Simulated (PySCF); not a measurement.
Cl2HNOW, SMILES [Cl][W](=[NH])(=[O])[Cl], multiplicity 1. Atoms are numbered in the order given.

```xyz
6

W      0.0246     0.1915     0.0000
O      1.4382     1.1228     0.0000
N     -1.3241     1.2873     0.0000
H     -1.6720     2.2436     0.0000
Cl    -0.0702    -1.0119    -1.9361
Cl    -0.0702    -1.0119     1.9361
```

The structure is a stationary point at PBE0-D3(BJ)/def2-SVP. The multiplicity is an assumed one; no other spin state was optimised. The structure was generated by enumeration; whether it is a known compound was not checked. The def2 effective core potentials stand for the cores of W; spin–orbit coupling is left out.

Calculation: PySCF with PBE0-D3(BJ)/def2-SVP.

Frequencies are harmonic and unscaled.

Computed vibrational spectrum:
| mode | ν (cm⁻¹) | IR (km/mol) | moving atoms (share of kinetic energy) |
|---|---|---|---|
| 1 | 108 | 0.8 | Cl 84 %, W 14 % |
| 2 | 160 | 1.4 | Cl 36 %, W 22 %, N 19 %, O 19 % |
| 3 | 213 | 0.3 | O 77 %, Cl 18 % |
| 4 | 220 | 1.8 | N 63 %, Cl 18 %, H 16 % |
| 5 | 319 | 19.2 | O 42 %, N 25 %, H 20 %, Cl 11 % |
| 6 | 407 | 26.6 | Cl 79 %, W 12 % |
| 7 | 418 | 57.1 | Cl 71 %, W 26 % |
| 8 | 544 | 163.3 | H 66 %, N 28 % |
| 9 | 669 | 128.1 | H 79 %, N 19 % |
| 10 | 1016 | 125.2 | N 55 %, O 29 %, W 10 % |
| 11 | 1059 | 78.7 | O 63 %, N 29 % |
| 12 | 3645 | 233.0 | H 92 % |
